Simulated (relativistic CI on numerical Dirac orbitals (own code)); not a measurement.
# Lu17+: sensitivity of the levels to the model

Base calculation: Dirac-Coulomb-Breit CI, orbitals from a KLI potential per configuration, model QED (radiative potential, 1s self-energy scaled to tabulated hydrogen-like ionisation energies), unscaled Slater integrals.

Configuration list (outside the closed core [Ar] 3d10 4p6 4d10): 4s2 4f8, 4s2 4f7 5s, 4s2 4f6 5s2, 4s2 4f7 6s, 4f10. Levels of other configurations are missing.

Variants: (1) configuration mixing switched off; (2) Breit term removed. Shifts of the energy above 4s2 4f8 7F_6, in cm⁻¹, for the lowest level and the first level of each name with at least 55 % of one term (blank where a level changes its place among those of its configuration and J or its character, or is not in the variant):

| Level | Base | Δ(1) | Δ(2) |
| --- | --- | --- | --- |
| 4s2 4f8 7F_6 | 0.0 | 0.0 | 0.0 |
| 4s2 4f8 7F_5 | 5863.9 | -2.2 | +148.4 |
| 4s2 4f8 7F_4 | 8686.5 | +7.3 | -11.4 |
| 4s2 4f8 7F_3 | 11416.7 | +10.0 | +22.9 |
| 4s2 4f8 7F_2 | 13194.1 | +16.1 | -12.7 |
| 4s2 4f8 7F_1 | 14474.9 | +19.7 | -4.2 |
| 4s2 4f8 7F_0 | 15072.9 | +22.7 | -10.7 |
| 4s2 4f8 5D_4 | 36247.1 | +89.1 | -470.0 |
| 4s2 4f8 5L_10 | 46688.3 | +0.6 | +1464.1 |
| 4s2 4f7 5s 9S°_4 | 49766.6 | -34.5 | -2861.3 |
| 4s2 4f8 5L_9 | 51083.6 | -4.2 | +1325.5 |
| 4s2 4f8 5D_3 | 51948.2 | +81.5 | +96.0 |
| 4s2 4f8 5L_7 | 52737.8 | +15.6 | +301.6 |
| 4s2 4f8 5L_8 | 52905.7 | +3.7 | +921.3 |
| 4s2 4f8 5L_6 | 53641.2 | +32.9 | +118.3 |
| 4s2 4f8 5G_3 | 54701.4 | +63.0 | -77.6 |
| 4s2 4f8 5G_2 | 56326.5 | +61.5 | -119.1 |
| 4s2 4f8 5H_7 | 58146.3 | -1.8 | +678.4 |
| 4s2 4f8 5D_1 | 62228.2 | +133.4 | +256.4 |
| 4s2 4f8 5I_8 | 65851.8 | +14.7 | +927.8 |
| 4s2 4f8 5F_5 | 66036.2 | +90.3 | -162.5 |
| 4s2 4f8 5F_4 | 67271.4 | +115.6 | -164.9 |

At this charge transitions that keep the count of f electrons are usually good to a few per cent. Terms inside the open d or f shell come out 10 to 20 % too wide with unscaled integrals. Levels that differ in their count of f electrons can be misplaced by several ten thousand cm⁻¹, since the correlation energy of f electrons is missing or only estimated; rates across such gaps can be off by orders of magnitude.

Ionisation energy from one configuration of each of the two ions, the ground ones as tabulated or assumed: base 404.537 eV; Breit term removed 404.449 eV. The NIST ASD value (theoretical) is 438 ± 22 eV. The gap of more than 2 % comes from missing correlation, or from a tabulated value that is itself an estimate.

LS names give the leading component of a level, which can be under half, so a name can repeat, a term be missing and a line seem to break the LS rules.
